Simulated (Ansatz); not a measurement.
Reaction: C2H3Si (SMILES C#C[SiH2], doublet) → C2H3Si (SMILES [C]#C[SiH3], doublet)
Each species at its own B3LYP-D3(BJ)/def2-TZVP minimum (Ansatz, a program for electronic structure).

Total energies in hartree (Ansatz). Radicals and triplets start from unrestricted determinants; spin-orbit coupling is neglected. Cores are frozen in correlated methods. No relativity. The UHF reference of C2H3Si (C#C[SiH2], doublet) is spin-contaminated (<S^2> up to 0.10 over the pure value in the sets run). The UHF reference of C2H3Si ([C]#C[SiH3], doublet) is spin-contaminated (<S^2> up to 0.41 over the pure value in the sets run).

| species | HF/cc-pV(T+d)Z | CCSD(T)/cc-pV(T+d)Z | HF/cc-pV(Q+d)Z | CCSD(T)/cc-pV(Q+d)Z | CCSD(T)/cc-pV(D+d)Z | CCSDT(Q)/cc-pV(D+d)Z |
|---|---|---|---|---|---|---|
| 1: C2H3Si (SMILES [SiH2]C#C, doublet) | -366.35981 | -366.80967 | -366.36810 | -366.84114 | -366.70214 | -366.70456 |
| 2: C2H3Si (SMILES [SiH3]C#[C], doublet) | -366.31008 | -366.74285 | -366.31872 | -366.77424 | -366.63942 | -366.64296 |

Task: Work out the isomerisation energy (electronic) in kJ/mol: take Hartree-Fock from cc-pV(Q+d)Z, extrapolate the CCSD(T) correlation energy as X^-3 (X = 3, 4), and add CCSDT(Q) - CCSD(T) in cc-pV(D+d)Z. 1 hartree = 2625.5 kJ/mol.

Result: 
Species 1: correlation (64·(-0.47304) - 27·(-0.44986))/37 = -0.48996; step -0.00242; E1 = -366.36810 + (-0.48996) + (-0.00242) = -366.86048
Species 2: correlation (64·(-0.45552) - 27·(-0.43277))/37 = -0.47212; step -0.00354; E2 = -366.31872 + (-0.47212) + (-0.00354) = -366.79438
-1·E1 +1·E2 = 0.06610 hartree = 173.5 kJ/mol.
